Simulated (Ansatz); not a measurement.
LuCl3(H2O) in a box, plane waves

Ansatz 0.2.0, DFT PBE, spin-orbit coupling, plane waves, PAW, molecule in a box. The geometry was relaxed with Gaussian bases (BP86; Lu lcecp-1-SVP with ECP60, Cl def2-SVP, O def2-SVP, H def2-SVP).

```yaml
crystal:
  lattice:
    - [11.87, 0.0, 0.0]
    - [0.0, 12.43, 0.0]
    - [0.0, 0.0, 12.43]
  atoms:
    - { symbol: Lu, position: [0.52545914, 0.4594634, 0.54026146] }
    - { symbol: Cl, position: [0.62114069, 0.60375623, 0.63745133] }
    - { symbol: Cl, position: [0.37910699, 0.36202735, 0.63769751] }
    - { symbol: Cl, position: [0.62114069, 0.36227353, 0.39596862] }
    - { symbol: O, position: [0.4176647, 0.56831456, 0.4314103] }
    - { symbol: H, position: [0.38527801, 0.63769751, 0.45179002] }
    - { symbol: H, position: [0.38527801, 0.54793484, 0.36202735] }
basis:
  ecutwfc: 420
  ecutrho_ratio: 4
kpoints:
  mp_grid: { grid: [1, 1, 1] }
hamiltonian:
  xc: pbe
scf:
  occupations: { method: gaussian, width: 0.01 }
output:
  forces: true
  eigenvalues: true
  populations: true
  hubbard: { sites: [{ species: Lu, l: f }] }
  write_density: true
  write_potential: true
  elf: true
  volumetric_format: npy
magnetization:
  noncollinear: true
  spin_orbit: true
```

Command:
```sh
ansatz run input.yaml --threads 2 --pin off --max-ram 5120MiB --backend cpu --events-out ev --progress --plain --runs-dir out
```
It took 23 s on 2 threads of Intel(R) Xeon(R) Platinum 8488C (Sapphire Rapids), on a shared host, peak memory 2.6 GiB.

(1) How does the SCF go?

(2) Which levels lie next to the highest filled one (eV, counted from it)?

(3) How is the f shell of Lu1 filled?

(4) What forces are left at this geometry, relaxed with Gaussian bases (eV/Å)?

The highest of the empty levels listed lie near the vacuum level and may be states of the box.

The forces come from the other functional as well as from the basis.

A frequency check found unstable modes (1, the lowest at -27 cm⁻¹), so the relaxed geometry is a saddle point, or these are noise. An lcecp potential fixes the number of 4f electrons, so in runs with it no electron can move into or out of that shell.

Answers

(1) 
```
SCF iter   1: F=—  HF=-18598.100511 eV  |F-HF|=—  |Δ(HF+E_count)|=         —  Δρ=1.93e-2
preconditioner: auto → Resta (q_TF=auto, 1.516 Å⁻¹)  ε∞=1.3  [insulator: Δε(μ)=6.219 eV  Ē_g=10.380 eV  σ=0.010 eV  W_gap=1.00  n_
spin=Noncollinear: Resta preconditioning applied to the charge; magnetization (m_x, m_y, m_z) channels mix plain (no charge-respon
SCF iter   2: F=—  HF=-18595.622021 eV  |F-HF|=—  |Δ(HF+E_count)|=    2.48e0  Δρ=8.44e-3
SCF iter   3: F=—  HF=-18595.254136 eV  |F-HF|=—  |Δ(HF+E_count)|=   3.68e-1  Δρ=4.31e-3
...
SCF iter   5: F=—  HF=-18595.230847 eV  |F-HF|=—  |Δ(HF+E_count)|=   6.65e-3  Δρ=3.36e-4
SCF iter   6: F=—  HF=-18595.230238 eV  |F-HF|=—  |Δ(HF+E_count)|=   6.09e-4  Δρ=1.15e-4
SCF iter   7: F=—  HF=-18595.230321 eV  |F-HF|=—  |Δ(HF+E_count)|=   8.27e-5  Δρ=4.67e-5
SCF iter   8: F=—  HF=-18595.230551 eV  |F-HF|=—  |Δ(HF+E_count)|=   2.30e-4  Δρ=8.11e-6
SCF iter   9: F=-18595.230552 eV  HF=-18595.230552 eV  |F-HF|=3.57e-8  |Δ(HF+E_count)|=   8.28e-7  Δρ=2.60e-6
```

(2) Filled: -0.47, -0.47, -0.37, -0.37, -0.30, -0.30, -0.25, -0.25, 0.00, 0.00. Empty: 4.60, 4.60, 5.61, 5.61, 5.85, 5.85, 6.00, 6.00.

(3) Natural occupations, full = 1; spinor: 1.00, 1.00, 1.00, 1.00, 1.00, 1.00, 1.00, 1.00, 1.00, 1.00, 1.00, 1.00, 1.00, 1.00; in all 13.99 e. Spin moment (0.00, 0.00, 0.00) μB, orbital moment (0.00, 0.00, 0.00) μB.

(4) 
```
Lu  -0.07  0.02 -0.02
Cl  -0.15 -0.26 -0.16
Cl   0.27  0.15 -0.15
Cl  -0.15  0.16  0.26
O   -0.19  0.13 -0.13
H    0.14 -0.27 -0.06
H    0.14  0.06  0.27
```
